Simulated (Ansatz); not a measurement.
`CCCCCCCCC` → 9 C• + 20 H•  (atomization)

Computed with Ansatz on PBE0-D4/def2-TZVP structures; ΔE is electronic, products minus reactants. CBS: MP2 limit from def2 TZ/QZ plus the TZ coupled-cluster correction, frozen cores. This one scheme is used for every species, atoms too. For atomizations the MP2-based limit and the directly extrapolated one differ by several kJ/mol either way, and by 10 to 25 for some Ge, Se and Sn compounds, so smaller differences from it don't rank the levels. Functionals use def2-TZVPP. No spin–orbit coupling; open shells (•) take unrestricted orbitals. Spin–orbit coupling would lower the free atoms: a little for C. Each species was taken in one conformer, which may not be the lowest.

(1) What is ΔE at CCSD(T)/CBS? (Estimate.)

(2) What do these levels give: r2SCAN-D4, PBE0-D4, ωB97X-V, PBE-QIDH, BLYP, SCS-MP2/def2-TZVPP? (Estimate.)

Largest T1 diagnostic among the species: 0.009.

## Answers

(1) The calculation gave: +11597.3 kJ/mol.

(2) Ansatz gave: r2SCAN-D4 11619.5, PBE0-D4 11684.6, ωB97X-V 11614.4, PBE-QIDH 11602.5, BLYP 11384.5, SCS-MP2/def2-TZVPP 11435.0 kJ/mol.

Leaving LDA and LC-ωPBE aside and taking each functional with its dispersion term where it has one, the values, not all of them listed here, spread over 406.0 kJ/mol, from BHLYP-D4 to PBE-D4. LDA lies +1378.4 kJ/mol from PBE without D4, its usual overbinding. In def2-TZVPP, CCSD(T) changes the Hartree–Fock value by +2530.6 kJ/mol (the triples alone add +127.2 kJ/mol) and MP2 by +2619.6 kJ/mol; breaking electron pairs costs correlation energy, which Hartree–Fock lacks.
